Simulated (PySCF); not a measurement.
Mo(O)2(Br)(NH2) (BrH₂MoNO₂), SMILES [NH2][Mo](=[O])(=[O])[Br], multiplicity 1. Heavy atoms are numbered as in [Mo:1](=[O:2])(=[O:3])([Br:4])[NH2:5]. Hydrogens are named by the atom that carries them.

Geometry: B3LYP-D3(BJ)/def2-SVP. The multiplicity is an assumed one; no other spin state was optimised. The structure was generated by enumeration; whether it is a known compound was not checked. The def2 effective core potentials stand for the cores of Mo; spin–orbit coupling is left out. Other conformers were not sampled.

Method: PySCF with ωB97X/def2-TZVP.

Atomic charges (e), one atom of each kind:

```tsv
atom	Löwdin	Mulliken
Mo1	0.50	1.59
O2	-0.27	-0.52
Br4	0.05	-0.34
N5 (NH2)	-0.34	-0.76
H on N5	0.17	0.28
```
